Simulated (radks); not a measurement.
The numbers below are computed, except where a source is named.
The mean radii <r> (bohr) of the occupied orbitals of an atom or ion are listed with their occupations. Level of theory: non-relativistic Kohn-Sham, HCTH/407, spin-polarised, spherical densities, point nucleus (a radial shooting solver on a logarithmic mesh with Libxc functionals).

orbital  occ.      <r>
1s up       1  0.04371
1s down     1  0.04371
2s up       1   0.1937
2s down     1   0.1937
2p up       3   0.1671
2p down     3   0.1671
3s up       1   0.5616
3s down     1   0.5614
3p up       3   0.5672
3p down     3   0.5667
3d up       5   0.5833
3d down     5   0.5803
4s up       1    1.564
4s down     1    1.588
4p up       2    1.749

Name the element and its charge. Open shells, if any, are filled with parallel spins first.

Answer. Z = 35, bromine, charge +3: Br3+ in [Ar] 3d10 4s2 4p2. The 1s radius gives Z: for a bare nucleus <r> = 1.5/Z, 0.04286 bohr for Z = 35, and screening makes it slightly larger (0.04371 here). The occupations add up to 32, and the charge is Z minus that.
